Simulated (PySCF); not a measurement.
C3H4ClNSi, SMILES C1=CN=C[Si@@H]1Cl.

Geometry: PBE0-D3(BJ)/def2-SVP. The structure was generated by enumeration; whether it is a known compound was not checked.

Computed with TDA-M06-2X/def2-SVPD (PySCF).

Vertical excitations. Gas-phase values at a fixed geometry.

Computed lowest excited states:
| state | energy (eV) | λ (nm) | f | main pairs |
|---|---|---|---|---|
| S1 | 3.28 | 378 | 0.000 | HOMO→LUMO 76 %, HOMO−1→LUMO 19 % |
| S2 | 4.67 | 266 | 0.057 | HOMO−1→LUMO 75 %, HOMO→LUMO 19 % |
| S3 | 5.54 | 224 | 0.005 | HOMO−2→LUMO 83 % |
| S4 | 6.46 | 192 | 0.005 | HOMO−3→LUMO 72 % |
| S5 | 6.71 | 185 | 0.003 | HOMO→LUMO+2 37 %, HOMO→LUMO+5 28 %, HOMO→LUMO+6 6 % |
| S6 | 7.11 | 174 | 0.010 | HOMO−4→LUMO 59 % |
| S7 | 7.15 | 173 | 0.002 | HOMO→LUMO+1 50 %, HOMO→LUMO+3 20 % |
| S8 | 7.24 | 171 | 0.007 | HOMO−1→LUMO+2 44 %, HOMO→LUMO+2 17 %, HOMO−4→LUMO 12 %, HOMO−5→LUMO 7 % |
| S9 | 7.30 | 170 | 0.013 | HOMO−1→LUMO+1 58 %, HOMO−1→LUMO+3 22 % |
| S10 | 7.38 | 168 | 0.002 | HOMO−6→LUMO 48 %, HOMO−5→LUMO 19 %, HOMO−3→LUMO 8 % |
| T1 | 2.77 | 448 | 0 | HOMO→LUMO 85 % |
| T2 | 3.01 | 412 | 0 | HOMO−1→LUMO 88 % |
| T3 | 5.19 | 239 | 0 | HOMO−2→LUMO 77 % |
| T4 | 5.43 | 229 | 0 | HOMO−5→LUMO 34 %, HOMO−7→LUMO 17 %, HOMO−1→LUMO+5 14 %, HOMO→LUMO+5 8 % |
Triplets are in the Tamm–Dancoff approximation.
